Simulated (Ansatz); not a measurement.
C2H3NSi, SMILES `N#C[C][SiH3]` (lower triplet) (charge 0, multiplicity 3). This triplet lies 0.96 eV below the relaxed singlet at the level B3LYP/cc-pVTZ // PBE0-D3(BJ)/def2-TZVP (Ansatz, a first-principles code).

Cartesian coordinates (Å):
```xyz
7

N      3.1036    -0.7589     0.1075
C      1.9444    -0.4757     0.0704
C      0.6766    -0.1660     0.0297
Si    -1.0864     0.2657    -0.0385
H     -1.6045     0.3632     1.3478
H     -1.8055    -0.7965    -0.7832
H     -1.2284     1.5681    -0.7338
```
Charge 0, spin multiplicity 3.

Frozen-core energies in cc-pVDZ from Ansatz at a geometry from PBE0-D3(BJ)/def2-TZVP; the HF reference has <S^2> = 2.34 and the T1 diagnostic is 0.037.

| level | energy (Ha) | difference from CCSDT(Q) (mHa) |
|---|---|---|
| HF | -420.80388 | 505.76 |
| MP2 | -421.22135 | 88.28 |
| CCSD | -421.28767 | 21.96 |
| CCSD(T) | -421.30574 | 3.89 |
| CCSDT | -421.30787 | 1.76 |
| CCSDT(Q) | -421.30963 | 0.00 |
